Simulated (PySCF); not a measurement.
## Two-component Hartree-Fock for Ca(3+) (calcium, charge +3)

Start: [Ne] 3s2 3p5; 3p1/2 filled at m_j = +1/2; 3p3/2 filled at m_j = -3/2, -1/2, +1/2, +3/2. Calculated with PySCF 2.14 in an uncontracted even-tempered set (21 s from 0.092 bohr⁻², ratio 2.4; 15 p from 0.12 bohr⁻², ratio 2.4; 5 d from 1.7 bohr⁻², ratio 2.6; 5 f from 2.5 bohr⁻², ratio 2.6): generalised Hartree-Fock with the X2C-1e Hamiltonian and a Gaussian nucleus; one run each with spin-orbit coupling (SO) screened by Boettger's factors, then bare. This is a chosen level, not necessarily the ground level.

```
spinor shell  electrons  ε, screened SO (eV)  ε, bare SO (eV)  weight of nominal j (bare SO)  rms radius, bare SO (bohr)
       1s1/2          2              -4120.9          -4120.9                          1.000                      0.0888
       2s1/2          2              -496.76          -496.76                          1.000                       0.392
       2p1/2          2              -408.44          -408.71                          0.988                       0.360
       3s1/2          2              -92.183          -92.188                          0.999                        1.21
       3p1/2          1              -69.542          -69.569                          0.931                        1.30
       3p3/2          4              -67.636          -67.626                          0.965                        1.31
```

Question: Where does 2p3/2 lie, and what is the 2p spin-orbit splitting (bare SO)?

Answer: At -405.12 eV, 3.596 eV above 2p1/2.

```csv
quantity,screened SO,bare SO
E (hartree),-677.19083,-677.19067
M_J,1/2,1/2
⟨J²⟩,0.998,0.962
⟨L²⟩,2.008,2.008
⟨S²⟩,0.753,0.753
```

Each row is a mean over spinors that exchange with the open shell spreads, by up to 3.690 eV (3s1/2).

⟨J²⟩ departs a little from M_J(M_J + 1) because the unrestricted spinors polarise the closed shells.
